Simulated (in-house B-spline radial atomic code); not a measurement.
A fraction x of an electron is removed from 3d in neutral iron, starting from [Ar] 3d6 4s2 and keeping the highest spin. All numbers are computed (scalar-relativistic (X2C) TPSS, spin-polarised, spherical fractional occupations; Fermi nucleus of rms radius 3.7377 fm) with an all-electron radial atomic-structure program (B-spline basis), not measured.

```json
{"x": "0", "E(x) - E(0) (eV)": "0.0000", "3d down level (eV)": "-5.002"}
{"x": "0.05", "E(x) - E(0) (eV)": "0.2639", "3d down level (eV)": "-5.555"}
{"x": "0.15", "E(x) - E(0) (eV)": "0.8759", "3d down level (eV)": "-6.692"}
{"x": "0.33", "E(x) - E(0) (eV)": "2.2718", "3d down level (eV)": "-8.838"}
{"x": "0.4", "E(x) - E(0) (eV)": "?", "3d down level (eV)": "?"}
{"x": "0.5", "E(x) - E(0) (eV)": "3.9544", "3d down level (eV)": "-10.974"}
{"x": "0.56", "E(x) - E(0) (eV)": "?", "3d down level (eV)": "?"}
{"x": "0.73", "E(x) - E(0) (eV)": "6.8252", "3d down level (eV)": "-14.018"}
{"x": "0.82", "E(x) - E(0) (eV)": "8.1424", "3d down level (eV)": "-15.256"}
{"x": "0.95", "E(x) - E(0) (eV)": "10.2440", "3d down level (eV)": "-17.085"}
{"x": "1", "E(x) - E(0) (eV)": "11.1162", "3d down level (eV)": "-"}
```

Question: What belongs in the row x = 0.4?

Answer: An energy change of 2.9208 eV; 3d down at -9.705 eV.

Question: What belongs in the row x = 0.56?

Answer: An energy change of 4.6361 eV; 3d down at -11.751 eV.

Question: Check Janak's theorem between x = 0.05 and 0.15.

Answer: The slope of the energy is 6.12 eV; the orbital levels give 6.12 eV (-ε of the emptying orbital, averaged over the two points).
